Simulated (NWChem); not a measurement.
Program: NWChem. System: H2BO3, charge 0, spin multiplicity 2, at a geometry optimised with UPBE0/def2-SVP. The structure started from a generated list of species. Its SCF solution wasn't tested for a lower state. Level: UB3LYP/def2-TZVP, VWN1-RPA local correlation.

Output (cleaned and shortened):

```
             Northwest Computational Chemistry Package (NWChem) 7.3.0
             --------------------------------------------------------

                                NWChem Input Module
                                -------------------

 Scaling coordinates for geometry "geometry" by  1.889725989
 (inverse scale =  0.529177249)

 Turning off AUTOSYM since
 SYMMETRY directive was detected!

                             Geometry "geometry" -> ""
                             -------------------------

 Output coordinates in angstroms (scale by  1.889725989 to convert to a.u.)

  No.       Tag          Charge          X              Y              Z
 ---- ---------------- ---------- -------------- -------------- --------------
    1 O                    8.0000     0.00000000     0.00000000    -1.42670900
    2 B                    5.0000     0.00000000     0.00000000    -0.05396000
    3 O                    8.0000     1.22258200     0.03498300     0.54395400
    4 O                    8.0000    -1.22258200    -0.03498300     0.54395400
    5 H                    1.0000     1.20893300     0.19821100     1.49010500
    6 H                    1.0000    -1.20893300    -0.19821100     1.49010500

 Effective nuclear repulsion energy (a.u.)     107.1912885412

            Nuclear Dipole moment (a.u.)
            ----------------------------
        X                 Y               Z
 ---------------- ---------------- ----------------
     0.0000000000     0.0000000000     0.0000037795

      Symmetry information
      --------------------

 Group name             C2
 Group number              4
 Group order               2
 No. of unique centers     4

      Symmetry unique atoms

     1    2    3    5


 Summary of "ao basis" -> "" (spherical)
 ------------------------------------------------------------------------------
       Tag                 Description            Shells   Functions and Types
 ---------------- ------------------------------  ------  ---------------------
 *                         def2-tzvp                  on all atoms

                                 NWChem DFT Module
                                 -----------------

 Summary of "ao basis" -> "ao basis" (spherical)
 ------------------------------------------------------------------------------
       Tag                 Description            Shells   Functions and Types
 ---------------- ------------------------------  ------  ---------------------
[...]
   alpha     11     12     13     14     15     16     17     18     19     20
    beta     11     12     16     13     14     15     17     18     19     20
 overlap   0.943  0.970  0.921  0.991  0.999  0.987  1.000  0.996  0.999  0.999

   alpha     21     22     23     24     25     26     27     28     29     30
    beta     21     22     23     24     25     26     27     28     29     30
 overlap   0.987  0.985  0.999  0.997  0.996  0.992  0.998  0.999  0.997  1.000

   alpha     31     32     33     34     35     36     37     38     39     40
    beta     31     32     33     35     34     36     38     37     39     40
 overlap   0.998  1.000  0.982  0.926  0.999  1.000  0.819  0.889  0.987  0.890

   alpha     41     42     43     44     45     46     47     48     49     50
    beta     42     41     43     44     45     46     47     48     49     50
 overlap   0.889  0.997  0.999  0.999  1.000  0.999  0.999  1.000  1.000  1.000

   alpha     51     52     53     54     55     56     57     58     59     60
    beta     51     53     52     54     55     56     57     58     59     60
 overlap   1.000  0.996  0.999  1.000  0.989  1.000  0.956  0.942  1.000  0.906

   alpha     61     62     63     64     65     66     67     68     69     70
    beta     61     62     63     64     65     66     67     68     69     70
 overlap   0.995  0.948  0.996  0.995  0.995  0.999  0.993  0.992  0.999  0.999

   alpha     71     72     73     74     75     76     77     78     79     80
    beta     71     72     73     74     75     76     77     78     79     80
 overlap   0.993  0.997  0.993  0.996  0.999  0.998  0.973  0.917  0.963  0.967

   alpha     81     82     83     84     85     86     87     88     89     90
    beta     81     82     83     84     85     87     86     88     89     90
 overlap   1.000  1.000  0.997  0.998  0.996  0.877  0.998  0.878  0.989  0.995

   alpha     91     92     93     94     95     96     97     98     99    100
    beta     91     92     93     94     95     96     98     97     99    100
 overlap   0.999  0.999  0.999  1.000  1.000  1.000  0.967  0.996  0.942  0.924

   alpha    101    102    103    104    105    106    107    108    109    110
    beta    102    101    104    103    105    106    107    108    109    110
 overlap   0.983  0.998  0.966  0.999  0.979  0.999  0.994  0.998  0.997  0.996

   alpha    111    112    113    114    115    116    117    118    119    120
    beta    111    112    113    114    115    116    118    117    120    119
 overlap   0.995  0.997  0.994  0.996  0.949  0.990  0.921  0.993  0.866  0.893

   alpha    121    122    123    124    125    126    127    128    129    130
    beta    121    122    124    123    125    126    127    128    129    130
 overlap   0.999  0.998  0.993  1.000  0.999  0.993  0.992  1.000  0.997  0.995

   alpha    131    132    133    134    135    136
    beta    131    132    133    134    135    136
 overlap   1.000  1.000  1.000  0.999  1.000  0.999

     --------------------------
     Expectation value of S2:
     --------------------------
      <S2> =      0.7528 (Exact =     0.7500)

 center of mass
 --------------
 x =   0.00000000 y =   0.00000000 z =  -0.09322067

 moments of inertia (a.u.)
 ------------------
         166.056132316088          -6.610715370671           0.000000000000
          -6.610715370671         346.905438799726           0.000000000000
           0.000000000000           0.000000000000         181.694502577111

     Multipole analysis of the density
     ---------------------------------

     L   x y z        total         alpha         beta         nuclear
     -   - - -        -----         -----         ----         -------
     0   0 0 0     -0.000000    -16.000000    -15.000000     31.000000

     1   1 0 0      0.000000     -0.000000      0.000000      0.000000
     1   0 1 0     -0.000000     -0.000000      0.000000      0.000000
     1   0 0 1      1.534460      2.031924     -0.497468      0.000004

     2   2 0 0    -18.720665    -57.921704    -56.640421     95.841459
     2   1 1 0      0.581483     -1.851464     -1.722204      4.155151
     2   1 0 1     -0.000000     -0.000000      0.000000      0.000000
     2   0 2 0    -16.596328     -8.610993     -8.335857      0.350522
     2   0 1 1     -0.000000     -0.000000      0.000000      0.000000
     2   0 0 2    -13.399534    -55.850178    -48.517034     90.967678

 Task  times  cpu:        5.1s     wall:        5.1s

 Total times  cpu:        5.1s     wall:        5.1s
```

### Question
Write an NWChem input that would produce this output.

### Answer
Several could match; the one computed here: 
```
start mol
memory heap 200 mb stack 900 mb global 1100 mb
geometry units angstroms nocenter noautoz
  O      0.000000     0.000000    -1.426709
  B      0.000000     0.000000    -0.053960
  O      1.222582     0.034983     0.543954
  O     -1.222582    -0.034983     0.543954
  H      1.208933     0.198211     1.490105
  H     -1.208933    -0.198211     1.490105
  symmetry group C2
end
basis spherical
  * library def2-tzvp
end
dft
  xc b3lyp
  odft
  mult 2
  semidirect memsize 60000000 filesize 0
  iterations 100
end
task dft energy
```
